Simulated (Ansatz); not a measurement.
Basis-set extrapolation for CH$_{3}$NOSi (`O[SiH]1C=N1`) (PBE0-D4/def2-TZVP geometry, frozen core, the Gaussian-basis code of Ansatz). Multiplicity 1, RHF reference.

```csv
,def2-TZVPP,def2-QZVPP
HF,-457.935198,-457.952659
MP2 correlation,-0.701748,-0.754155
CCSD(T) correlation,-0.751937,not run
```

Energies in hartree. Use E(X) = E(∞) + A·exp(−7.88·√X) for Hartree–Fock and E(X) = E(∞) + B·X^(−2.97) for correlation, with X = 3 and 4, and add CCSD(T) minus MP2 of the smaller set to the MP2 limit.

Q: What is the CCSD(T) energy at the basis-set limit?

A: HF limit: -457.952659 + (-0.017461) × 0.13774 = -457.95506. MP2 limit: -0.754155 + (-0.052407) × 0.74074 = -0.79297. Higher-order term: -0.751937 − (-0.701748) = -0.05019. Total: -458.79822 hartree, 3.02 eV below CCSD(T)/def2-TZVPP.
